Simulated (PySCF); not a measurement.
Species: C8H16NP.
Numbering: `[CH3:1][C:2]#[C:3][P:4]([CH3:5])[N:6]([CH2:7][CH3:8])[CH2:9][CH3:10]` (hydrogens: H11, H12, H13 on C1; H14, H15, H16 on C5; H17, H18 on C7; H19, H20, H21 on C8; H22, H23 on C9; H24, H25, H26 on C10)

Computed with PBE0-D3(BJ)/def2-SVP geometry optimisation, gas phase (PySCF 2.14.0).

List the bond lengths, angles and torsions at this level.

```tsv
bond	length (Å)
C1–C2	1.451
C2≡C3	1.219
C3–P4	1.776
P4–C5	1.847
P4–N6	1.758
N6–C7, N6–C9	1.453
C7–C8, C9–C10	1.523
C1–H11, C1–H12, C1–H13	1.102
C5–H14, C5–H15, C5–H16	1.100
C7–H17 and 3 like bonds	1.104
C8–H19 and 5 like bonds	1.101
```

Bonds in one row agree within 0.01 Å and their mean is given. A selection of angles:
```tsv
angle	degrees
C1–C2–C3	179.2
C2–C3–P4	173.6
C3–P4–C5	98.5
C3–P4–N6	99.1
C5–P4–N6	99.9
P4–N6–C7	116.9
P4–N6–C9	114.4
C7–N6–C9	114.9
N6–C7–C8	115.9
N6–C9–C10	112.0
```

Dihedral angles: C3–P4–N6–C7 -155° (antiperiplanar); P4–N6–C7–C8 -60° (synclinal); P4–N6–C9–C10 -134° (anticlinal). The mirror-image conformer, all signs reversed, is as good.

The 2 C–P bonds span 1.776 Å (C3–P4, drawn single) to 1.847 Å (P4–C5, drawn single), a spread of 0.071 Å. N6 (nitrogen bonded to 2 C and P) is pyramidal (angles 116.9°, 114.9° and 114.4°, sum 346.2°, 0.34 Å off the plane of its three neighbours). Of the pairs four or more bonds apart, C5···H18 is among the closest relative to their van der Waals radii: 2.66 Å, 92 % of the sum of Bondi's values. The C–C distances run from 1.219 Å (C2≡C3, drawn triple) to 1.527 Å (C7–C8, drawn single), a spread of 0.308 Å. P4 (three-coordinate phosphorus) is pyramidal (angles 99.9°, 99.1° and 98.5°, sum 297.5°, 0.85 Å off the plane of its three neighbours).

Point group: C1 (no symmetry element, even within 0.4 Å). PBE0-D3(BJ)/def2-SVP frequencies: not computed here. One conformer, not necessarily the lowest.

Hardware: an Intel Xeon Platinum 8488C with one thread, shared host. Cost: 4.1 min of wall time, 0.98 GiB resident at most. This is the geometry optimisation.
